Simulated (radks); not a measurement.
Problem. Species: Ta II. Configuration: [Xe] 4f14 5d3 6s1 (the NIST ground configuration). Calculated with a radial shooting solver on a logarithmic mesh with Libxc functionals: scalar-relativistic Kohn-Sham, r2SCAN, spin-unpolarised, spherical densities, finite nucleus; meta-GGA in the generalised Kohn-Sham scheme; Fermi nuclear charge, rms radius 5.3507 fm. Some entries of the table are withheld. Estimate them.

| orbital | occ. | eigenvalue (eV) | r(max) (bohr) |
|---|---|---|---|
| 1s | 2 | -67444.84 | 0.01168 |
| 2s | 2 | -11619.36 | 0.06683 |
| 2p | 6 | -10181.35 | 0.05477 |
| 3s | 2 | -2677.141 | 0.1885 |
| 3p | 6 | -2247.361 | 0.1864 |
| 3d | 10 | -1744.908 | 0.1521 |
| 4s | 2 | (1) | 0.4290 |
| 4p | 6 | -415.5466 | 0.4495 |
| 4d | 10 | -233.3188 | 0.4616 |
| 5s | 2 | -82.0483 | (2) |
| 5p | 6 | -47.8649 | 1.124 |
| 4f | 14 | -32.2930 | 0.4425 |
| 6s | 1 | -11.4927 | 2.696 |
| 5d | 3 | -10.4140 | 1.551 |

Solution. 
(1) 4s eigenvalue (eV): -557.1492
(2) 5s r(max) (bohr): 0.9899
